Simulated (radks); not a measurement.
Results of a calculation; reference values are marked as such.
Neutral silver, [Kr] 4d10 5s1. Level of theory: non-relativistic Kohn-Sham, exchange-only B88, spin-polarised, spherical densities, point nucleus (a radial shooting solver on a logarithmic mesh with Libxc functionals). Every spin shell is full or empty, so the densities are truly spherical. Functionals are evaluated on that one density, not self-consistently. Rank these exchange functionals by their error against the exact value of the orbitals, and give that value: LDA, PBEsol, revPBE, WC, G96, TPSS, revTPSS, r2SCAN, MS2, MVS.

Answer. Exact: -143.821 hartree. From best to worst, with 100 (|E| - |E exact|)/|E exact| (equal figures are ties): r2SCAN -0.05, MVS +0.10, TPSS -0.21, revPBE -0.23, G96 +0.39, MS2 -0.52, WC -0.83, revTPSS -0.86, PBEsol -2.26, LDA -4.92.
